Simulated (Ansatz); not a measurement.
Geometry optimisation, Ansatz, RKS BLYP/def2-SVP.

input.yaml

```yaml
crystal:
  periodic: [false, false, false]
  atoms:
    - { symbol: "N", position_ang: [-1.9143, -1.5865, 0.4312] }
    - { symbol: Si, position_ang: [-0.2792, -1.7582, 0.28] }
    - { symbol: C, position_ang: [0.5352, -0.1574, -0.2816] }
    - { symbol: O, position_ang: [0.2003, 1.0443, 0.3995] }
    - { symbol: C, position_ang: [0.8181, 2.1756, -0.0834] }
    - { symbol: F, position_ang: [0.5633, 2.3268, -1.3932] }
    - { symbol: H, position_ang: [-2.3095, -1.2402, -0.474] }
    - { symbol: H, position_ang: [-2.0888, -0.7434, 1.0459] }
    - { symbol: H, position_ang: [-0.0423, -2.8178, -0.6621] }
    - { symbol: H, position_ang: [0.2102, -2.1635, 1.6416] }
    - { symbol: H, position_ang: [0.3724, -0.044, -1.3208] }
    - { symbol: H, position_ang: [1.6671, -0.2643, -0.101] }
    - { symbol: H, position_ang: [0.3857, 3.0938, 0.4343] }
    - { symbol: H, position_ang: [1.869, 2.1056, 0.1124] }
basis:
  gaussian: { orbitals: def2-SVP }
hamiltonian:
  xc: blyp
relax:
  f_tol: 0.015
  max_steps: 40
output:
  orbitals: {}
```

Launched with:

```bash
$ ansatz run input.yaml --threads 2 --pin off --max-ram 3072MiB --backend cpu --events-out ev --progress --plain --runs-dir out
```

**Question.** Where does it end, and by what steps?

**Answer.** The run converged. After 12 steps the energy has fallen by 0.783 eV; H13 moved furthest, 0.46 Å.

```tsv
step	energy less start (eV)	largest force component (eV/Å)	accepted
0	0.0000	3.906	yes
1	-0.6219	1.587	yes
2	-0.7455	0.333	yes
3	-0.7619	0.175	yes
4	-0.7676	0.200	yes
5	-0.7488	0.400	no
6	-0.7786	0.054	yes
7	-0.7811	0.125	yes
8	-0.7820	0.121	yes
9	-0.7821	0.114	yes
10	-0.7821	0.141	no
11	-0.7824	0.049	yes
12	-0.7826	0.010	yes
```

```xyz
14
Properties=species:S:1:pos:R:3
N -2.037 -1.571 0.333
Si -0.291 -1.662 0.372
C 0.673 -0.164 -0.350
O 0.345 1.007 0.438
C 0.893 2.192 -0.022
F 0.299 2.612 -1.220
H -2.510 -1.635 -0.574
H -2.491 -0.851 0.905
H 0.122 -2.854 -0.443
H 0.126 -1.813 1.803
H 0.400 0.004 -1.417
H 1.775 -0.355 -0.323
H 0.695 2.963 0.752
H 1.988 2.096 -0.226
```

Whether the end is a true minimum wasn't checked by a vibrational analysis.

The run took 35 s on 2 threads of AMD EPYC 7R13 Processor (Zen 3), with other jobs on the host, peak memory 0.21 GiB.
